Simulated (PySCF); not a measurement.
## Ta (tantalum, neutral) across methods

[Xe] 4f14 5d3 6s2, high-spin 4F determinant. Calculation: PySCF 2.14, in aug-cc-pVTZ-PP with ECP60MDF (6s6p5d3f2g, 88 functions); scalar relativity through the core potential.

```csv
method,E (hartree),mean ε 6s α (eV),mean ε 6s β (eV),mean ε 5d α (eV),Σ⟨r²⟩ (bohr²),⟨S²⟩
PBE0,-57.2787,-6.371,-5.177,-5.679,58.44,3.758
TPSSh,-57.2773,-6.014,-4.752,-5.036,58.65,3.759
HSE06,-57.2798,-6.005,-4.861,-5.259,58.43,3.757
r2SCAN,-57.3151,-5.960,-4.635,-4.944,58.85,3.775
TPSS,-57.2890,-5.759,-4.512,-4.573,58.72,3.758
UHF,-56.74535,-7.730,-5.934,-8.934,60.54,3.778
LC-wPBE,-57.2915,-8.310,-6.998,-8.189,58.10,3.762
LDA,-57.1515,-5.927,-4.880,-4.463,58.46,3.756
```

**Question.** Estimate the same row for PBE.

**Answer.** E (hartree) = -57.3147; mean ε 6s α (eV) = -5.727; mean ε 6s β (eV) = -4.599; mean ε 5d α (eV) = -4.483; Σ⟨r²⟩ (bohr²) = 58.57; ⟨S²⟩ = 3.757.

Energies and moments cover only the electrons outside the core potential. Spin-orbit coupling, absent here, splits the open shell strongly.
